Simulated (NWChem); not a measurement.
System: C4H2N2; SMILES C#C/C=N/C#N

Here is an NWChem input.

```
start job
memory heap 200 mb stack 900 mb global 1100 mb
geometry units angstroms noautosym nocenter noautoz
  C      0.219218     2.965017     0.000000
  C     -0.041255     1.780167     0.000000
  C     -0.424310     0.411603     0.000000
  N      0.447673    -0.531255     0.000000
  C      0.068958    -1.803999     0.000000
  N     -0.156798    -2.946474     0.000000
  H      0.468780     4.011612     0.000000
  H     -1.509395     0.208366     0.000000
end
basis spherical
  * library 6-31g*
end
dft
  xc xpbe96 cpbe96
  iterations 150
end
cosmo
  do_cosmo_smd true
  solvent dmf
end
task dft energy
```

Parts of the log:

```
             Northwest Computational Chemistry Package (NWChem) 7.3.0
             --------------------------------------------------------

                             Geometry "geometry" -> ""
                             -------------------------

 Output coordinates in angstroms (scale by  1.889725989 to convert to a.u.)

  No.       Tag          Charge          X              Y              Z
 ---- ---------------- ---------- -------------- -------------- --------------
    1 C                    6.0000     0.21921800     2.96501700     0.00000000
    2 C                    6.0000    -0.04125500     1.78016700     0.00000000
    3 C                    6.0000    -0.42431000     0.41160300     0.00000000
    4 N                    7.0000     0.44767300    -0.53125500     0.00000000
    5 C                    6.0000     0.06895800    -1.80399900     0.00000000
    6 N                    7.0000    -0.15679800    -2.94647400     0.00000000
    7 H                    1.0000     0.46878000     4.01161200     0.00000000
    8 H                    1.0000    -1.50939500     0.20836600     0.00000000

 Effective nuclear repulsion energy (a.u.)     165.0117731479

  pbe96 is a nonlocal functional; adding pw91lda local functional.

                                 NWChem DFT Module
                                 -----------------

 Summary of "ao basis" -> "ao basis" (spherical)
 ------------------------------------------------------------------------------
       Tag                 Description            Shells   Functions and Types
 ---------------- ------------------------------  ------  ---------------------
 C                           6-31g*                  6       14   3s2p1d
 N                           6-31g*                  6       14   3s2p1d
 H                           6-31g*                  2        2   2s

 in cosmo_initialize ...
 calling solv_data for solv:dmf

 solvent parameters
 solvname_short: dmf
 solvname_long:  N,N-dimethylformamide
 dielec:       37.2190
 dielecinf:     2.0463
 nonaqueous SMD model solvent descriptors
 dielec:       37.2190
 sola:          0.0000
 solb:          0.7400
 solc:          0.0000
 solg:         49.5600
 solh:          0.0000
 soln:          1.4305

          ---------------
          -cosmo- solvent
          ---------------
 Cosmo: York-Karplus, doi: 10.1021/jp992097l
 dielectric constant -eps-     =  37.22
 screen = (eps-1)/(eps    )    =   0.97313
 surface charge correction     = lagrangian

[...]

                                COSMO-SMD solvation results
                                ---------------------------

             internal energy in gas <Psi(g)|H|Psi(g)> =      -262.685209538597
         internal energy in solvent <Psi(s)|H|Psi(s)> =      -262.681473380374
                               delta internal energy  =         0.003736158222 (    2.34 kcal/mol)
   total free energy in solvent <Psi(s)|H+V/2|Psi(s)> =      -262.699677422627
 polarization energy contribution <Psi(s)|V/2|Psi(s)> =        -0.018204042253 (  -11.42 kcal/mol)
    total free energy in solvent including G(SMD-CDS) =      -262.698994604868
                       G(SMD-CDS) energy contribution =         0.000682817760 (    0.43 kcal/mol)
     1 M fixed-concentration free energy of solvation =        -0.013785066271 (   -8.65 kcal/mol)

                       DFT Final Molecular Orbital Analysis
                       ------------------------------------

 Vector   18  Occ=2.000000D+00  E=-2.725774D-01
              MO Center=  8.5D-02,  2.1D+00,  5.8D-11, r^2= 2.2D+00
   Bfn.  Coefficient  Atom+Function         Bfn.  Coefficient  Atom+Function
  ----- ------------  ---------------      ----- ------------  ---------------
     3      0.408818  1 C  px                17      0.401436  2 C  px
     7      0.237778  1 C  px                21      0.193996  2 C  px
    48     -0.154167  4 N  s                 22     -0.137695  2 C  py
    18     -0.098769  2 C  py                 8     -0.096382  1 C  py
     4     -0.089573  1 C  py                36     -0.087674  3 C  py

 Vector   19  Occ=2.000000D+00  E=-2.586211D-01
              MO Center=  8.0D-02,  3.2D-01,  2.8D-09, r^2= 6.2D+00
   Bfn.  Coefficient  Atom+Function         Bfn.  Coefficient  Atom+Function
  ----- ------------  ---------------      ----- ------------  ---------------
     5      0.327848  1 C  pz                75      0.309972  6 N  pz
    47     -0.286822  4 N  pz                19      0.273907  2 C  pz
    51     -0.206826  4 N  pz                79      0.207145  6 N  pz
     9      0.203621  1 C  pz                23      0.155589  2 C  pz
    61      0.151345  5 C  pz                33     -0.145196  3 C  pz

 Vector   20  Occ=2.000000D+00  E=-2.522071D-01
              MO Center=  2.1D-01, -1.2D+00, -1.1D-10, r^2= 3.0D+00
   Bfn.  Coefficient  Atom+Function         Bfn.  Coefficient  Atom+Function
  ----- ------------  ---------------      ----- ------------  ---------------
    45      0.421865  4 N  px                73     -0.339726  6 N  px
    49      0.311481  4 N  px                77     -0.229106  6 N  px
    48      0.209661  4 N  s                 88      0.174519  8 H  s
    59     -0.171587  5 C  px                31     -0.152709  3 C  px
    87      0.124397  8 H  s                 44      0.122680  4 N  s

 Vector   21  Occ=0.000000D+00  E=-1.276200D-01
              MO Center= -4.6D-02,  3.6D-01, -8.8D-10, r^2= 4.6D+00
   Bfn.  Coefficient  Atom+Function         Bfn.  Coefficient  Atom+Function
  ----- ------------  ---------------      ----- ------------  ---------------
    33      0.417237  3 C  pz                37      0.371534  3 C  pz
    47     -0.322255  4 N  pz                 5     -0.310557  1 C  pz
    51     -0.311605  4 N  pz                 9     -0.292511  1 C  pz
    75      0.245576  6 N  pz                79      0.219129  6 N  pz
    61     -0.111675  5 C  pz                23      0.089907  2 C  pz

[...]
```

Level: PBE/6-31G* (spherical d), SMD on the gas-phase geometry. All runs use the structure optimised with PBE0/def2-SVP. Solvent: N,N-dimethylformamide.
